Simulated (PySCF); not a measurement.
Isomers of C9H10OS, mass 166.045 u with the commonest isotopes. Method used: PySCF, PBE0-D3(BJ)/def2-SVP geometry optimisation, gas phase. One conformer each, none proved a minimum here; rigid rotors.

Task: Order these by rotational constant A, largest first.
A. `[CH3:1][S@@:2](=[O:3])[c:4]1[cH:5][cH:6][cH:7][c:8]2[c:9]1[CH2:10][CH2:11]2` with C1–S2–C4–C5 -110°
B. `[CH2:1]=[CH:2][c:3]1[cH:4][cH:5][c:6]([S@@:7]([CH3:8])=[O:9])[cH:10][cH:11]1` with C1–C2–C3–C4 0°, C5–C6–S7–C8 -102°
C. `[CH3:1][c:2]1[cH:3][cH:4][c:5]2[c:6]([cH:7]1)[S@@:8](=[O:9])[CH2:10][CH2:11]2` with C5–C6–S8–O9 -85°, C6–S8–C10–C11 -33°, S8–C10–C11–C5 36°, C4–C5–C11–C10 160°
D. `[CH3:1][S:2][c:3]1[cH:4][cH:5][c:6]([C:7]([CH3:8])=[O:9])[cH:10][cH:11]1` with C1–S2–C3–C4 180°, C5–C6–C7–C8 -1°

Result: D (2964 MHz), B (2788 MHz), C (1928 MHz), A (1707 MHz).

Task: Order these by out-of-plane moment Σ m c² = (Ia + Ib − Ic)/2, smallest first.
A. `[CH3:1][c:2]1[cH:3][cH:4][c:5]2[c:6]([cH:7]1)[S@@:8](=[O:9])[CH2:10][CH2:11]2` with C5–C6–S8–O9 -85°, C6–S8–C10–C11 -33°, S8–C10–C11–C5 36°, C4–C5–C11–C10 160°
B. `[CH3:1][S@@:2](=[O:3])[c:4]1[cH:5][cH:6][cH:7][c:8]2[c:9]1[CH2:10][CH2:11]2` with C1–S2–C4–C5 -110°
C. `[CH3:1][S:2][c:3]1[cH:4][cH:5][c:6]([C:7]([CH3:8])=[O:9])[cH:10][cH:11]1` with C1–S2–C3–C4 180°, C5–C6–C7–C8 -1° (4'-(methylthio)acetophenone)
D. `[CH2:1]=[CH:2][c:3]1[cH:4][cH:5][c:6]([S@@:7]([CH3:8])=[O:9])[cH:10][cH:11]1` with C1–C2–C3–C4 0°, C5–C6–S7–C8 -102°

Result: C (3.23 u·Å²), A (37.18 u·Å²), B (38.62 u·Å²), D (40.23 u·Å²).

Task: Order these by rotational constant C, largest first.
A. `[CH3:1][S@@:2](=[O:3])[c:4]1[cH:5][cH:6][cH:7][c:8]2[c:9]1[CH2:10][CH2:11]2` with C1–S2–C4–C5 -110°
B. `[CH3:1][S:2][c:3]1[cH:4][cH:5][c:6]([C:7]([CH3:8])=[O:9])[cH:10][cH:11]1` with C1–S2–C3–C4 180°, C5–C6–C7–C8 -1° (4'-(methylthio)acetophenone)
C. `[CH2:1]=[CH:2][c:3]1[cH:4][cH:5][c:6]([S@@:7]([CH3:8])=[O:9])[cH:10][cH:11]1` with C1–C2–C3–C4 0°, C5–C6–S7–C8 -102°

Result: A (571.0 MHz), C (436.8 MHz), B (393.9 MHz).

| SMILES | point group | Ia (u·Å²) | Ib (u·Å²) | Ic (u·Å²) | κ | μa (D) | μb (D) | μc (D) |
| --- | --- | --- | --- | --- | --- | --- | --- | --- |
| C=Cc1ccc([S@@](C)=O)cc1 | C1 | 181.30 | 1056.10 | 1156.95 | -0.96 | 2.05 | 3.00 | 1.36 |
| CSc1ccc(C(C)=O)cc1 | Cs | 170.48 | 1119.06 | 1283.09 | -0.96 | 2.34 | 1.08 | 0.01 |
| C[S@@](=O)c1cccc2c1CC2 | C1 | 296.13 | 666.14 | 885.03 | -0.67 | 3.28 | 2.59 | 1.31 |
| Cc1ccc2c(c1)[S@@](=O)CC2 | C1 | 262.16 | 699.35 | 887.16 | -0.77 | 2.34 | 2.57 | 2.32 |
